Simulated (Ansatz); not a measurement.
CH8Sn2⁺, that is (H3Sn)2CH2 with one electron fewer. Total charge 1; doublet. Geometry PBE0-D4/def2-SVP, that of the neutral singlet; atoms count from 1.

| atom | x (Å) | y (Å) | z (Å) |
| --- | --- | --- | --- |
| Sn1 | 1.471 | -0.920 | 0.590 |
| H2 | 3.021 | -0.461 | 1.166 |
| H3 | 0.599 | -1.678 | 1.859 |
| H4 | 1.650 | -2.026 | -0.709 |
| C5 | 0.385 | 0.809 | -0.097 |
| Sn6 | -1.695 | 0.450 | -0.533 |
| H7 | -1.845 | -0.975 | -1.478 |
| H8 | -2.360 | 1.774 | -1.399 |
| H9 | -2.553 | 0.242 | 0.938 |
| H10 | 0.876 | 1.189 | -1.007 |
| H11 | 0.449 | 1.597 | 0.670 |

In the def2 sets Sn takes a core potential; there is no spin–orbit coupling.

Estimate the Mulliken populations from the PBE0/def2-TZVP orbitals of Ansatz.


```tsv
atom	charge (e)	spin (α − β)
Sn1	0.38	0.09
H2	0.09	0.15
H3	0.04	-0.01
H4	0.04	0.00
C5	-0.55	0.59
Sn6	0.38	0.09
H7	0.04	-0.01
H8	0.09	0.14
H9	0.04	0.00
H10	0.23	-0.02
H11	0.23	-0.02
```
Mulliken values depend strongly on the basis.

Where does the spin sit?

Summed by element: Sn 0.18, H 0.23, C 0.59, of 1 unpaired in all. Largest on single atoms: C5 0.59, H2 0.15, H8 0.14.

And the Mayer bond orders between heavy atoms (over 0.3)?

Sn1–C5 0.70 (2.15 Å); C5–Sn6 0.70 (2.15 Å).
